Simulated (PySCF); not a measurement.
**Ionising MoO**

ROHF-CCSD(T); basis Mo def2-TZVPPD with ECP28, O def2-TZVPPD; scalar-relativistic core potentials; PySCF 2.14. Neutral (ROHF): quintet (σ ↑, π ↑, δ ↑↑), Re = 1.707 Å, ωe = 924 cm⁻¹, De = 5.20 eV.

MoO⁻ (ROHF): sextet (σ ↑, π ↑↑, δ ↑↑), Re = 1.753 Å, ωe = 818 cm⁻¹. The energies at the minima are -143.10227 hartree for MoO and -143.13547 for MoO⁻.

(1) Work out the adiabatic electron affinity, without and with harmonic zero-point energies (1 hartree = 27.2114 eV, 1 eV = 8065.5 cm⁻¹), and the change of the bond length.

Correlated steps freeze 1 core orbital. Spin–orbit coupling is left out, which matters for elements this heavy, above all for dissociation energies. The CCSD T1 diagnostic is raised in MoO⁻, a sign that a single reference may not be enough there. The state is the lowest single determinant that the PBE0 search found; with open d or f shells the true ground state can be another one.

Results:

(1) At ROHF-CCSD(T): 0.03320 hartree = 0.903 eV between the minima; the zero-point term (924.0 − 818.0)/2 cm⁻¹ = +0.007 eV makes it 0.910 eV. Re changes by +4.6 pm against the neutral. The electron enters a π orbital, and the longer bond of the ion fits an antibonding orbital, or a change in how ionic the bond is.
